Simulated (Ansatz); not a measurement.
Ideal-gas functions of ClH₃NO₂V, SMILES `[NH2][V](=[O])([OH])[Cl]` at 500 K and 1 bar, from an Ansatz frequency run at PBE0-D4/def2-TZVP.

Molar mass 135.43 g/mol, point group C1 (symmetry number 1), electronic degeneracy 1, moments of inertia 135.021, 225.585, 244.437 u Å². Harmonic wavenumbers (cm⁻¹, unscaled): 165, 176, 224, 255, 274, 309, 430, 477, 506, 603, 638, 756, 796, 1158, 1527, 3564, 3679, 3868.

Use S(trans) = R[1.5 ln M + 2.5 ln T − 1.1517]; rotational temperatures θ = 24.2544 K / I; S(rot) = R[ln(√π/σ · √(T³/θAθBθC)) + 1.5]; for each mode x = 1.438777 ν̃/T, S = R[x/(eˣ − 1) − ln(1 − e⁻ˣ)] and H = RT x/(eˣ − 1); 1 cm⁻¹ = 0.0119627 kJ/mol; R = 8.31446 J/(mol·K).

Question: By hand: the entropy, in J/(mol·K).

Answer: Translation 180.8. Rotation: θ = 0.1796, 0.1075, 0.0992 K, giving 120.8. Vibration, mode by mode: 14.59, 14.06, 12.11, 11.07, 10.50, 9.56, 7.05, 6.30, 5.89, 4.70, 4.34, 3.32, 3.03, 1.33, 0.56, 0.00, 0.00, 0.00, in all 108.4. Electronic 0.0. Sum 410.0 J/(mol·K).

Question: By hand: H − E and G − E in kJ/mol, counted from the electronic energy.

Answer: Zero-point energy ½ × 19405 × 0.0119627 = 116.1; thermal vibration 29.4; translation, rotation and pV give 4 RT = 16.6. H − E = 162.1 kJ/mol, and G − E = 162.1 − 500 × 410.0/1000 = -42.9 kJ/mol.

Vibration gives 26 % of the entropy. The sum counts one conformer and one mirror image; others add a mixing term.
